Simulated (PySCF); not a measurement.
# Energy of Sc²⁺ (scandium, charge +2) between two integer charges

The 3d alpha orbital of [Ar] 3d1 is emptied in steps (occupation f), with all orbitals relaxed, ending at [Ar]. Calculation: PySCF 2.14, in aug-cc-pVTZ (8s7p5d3f2g, 93 functions); no relativity, point nucleus. The exact energy is a straight line in f; departures are measured from the line between the end points of the same method.

```csv
f,HSE06 (eV)
1,0.000
0.75,-1.000
0.5,-1.343
0.25,-1.013
0,0.000
```

Problem. For HSE06, how does the orbital energy at f = 1 compare with the removal energy?

Solution. −ε = 20.019 eV against a total-energy difference of 25.311 eV. By Janak's theorem ε = ∂E/∂f, so the gap between them reflects the curvature. Along the path −ε is 22.615 (f = 0.75), 25.277 (f = 0.5), 27.990 (f = 0.25) eV.

Reference removal energy between the ground levels: 24.757 eV (measured; NIST Atomic Spectra Database, ionization energies). The calculation has no spin-orbit coupling.
